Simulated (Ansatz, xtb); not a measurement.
C5H11B: 9 structures ranked

9 gas-phase structures of C5H11B, from a drawn sample of its isomers (lower ones may exist). Each was relaxed with GFN2-xTB; where two conformers were screened, the lower at r2SCAN-D4/def2-SVP is listed:

A. `BC1CCCC1`, a singlet
B. `BCCC1CC1`, a singlet
C. `CBC1CCC1`, a singlet
D. `BCC1CCC1`, a singlet
E. `C[C@@H]1BCCC1`, a singlet
F. `CBC=C(C)C`, a singlet
G. `B/C=C(\C)CC`, a singlet
H. `CB[C@@H]1C[C@H]1C`, a singlet
I. `B/C=C/CCC`, a singlet

Make a reasoned guess at their ranking by r2SCAN-D4/def2-SVP single-point energy.

Calculated order at r2SCAN-D4/def2-SVP: E (0.0), F (35.6), H (49.2), A (59.1), G (78.9), C (84.3), I (90.8), D (135.3), B (136.5) kJ/mol. Less than 1 kcal/mol parts D and B, so the order within that pair means little.

Energies above the lowest of each column, in kJ/mol; the last columns are at PBE0-D3(BJ)/def2-SVP geometries and were run for some of them only (a dash: not run or not comparable):

```tsv
structure	GFN2-xTB	HF/STO-3G	r2SCAN-D4/def2-SVP	PBE0-D3(BJ)/def2-SVP	CCSD(T)/def2-SVP + ΔMP2/def2-TZVPP
E	10.3	0.0	0.0	0.0	0.0
F	84.1	152.0	35.6	50.0	28.8
H	72.1	131.0	49.2	57.5	–
A	0.0	37.9	59.1	57.4	49.3
G	74.4	183.3	78.9	91.4	–
C	69.5	92.0	84.3	–	–
I	87.6	186.9	90.8	–	–
D	58.2	130.3	135.3	–	–
B	88.7	200.3	136.5	–	–
```

CCSD(T)/def2-SVP + ΔMP2/def2-TZVPP puts E lowest of those it was run on; GFN2-xTB picks A. Flexible structures stand in one conformer each, not always the lowest. Frequencies (GFN2-xTB) were run for A, E, F alone. ΔMP2 is the change of the MP2 energy from the smaller to the larger basis.

Over these structures GFN2-xTB departs from r2SCAN-D4/def2-SVP by 31.9 kJ/mol on average once a common shift is removed. A GFN2-xTB relaxation took about 0.11 s and the r2SCAN-D4/def2-SVP energy about 1.4 s on a shared host (Ansatz 0.2.0, xtb 6.7.1).
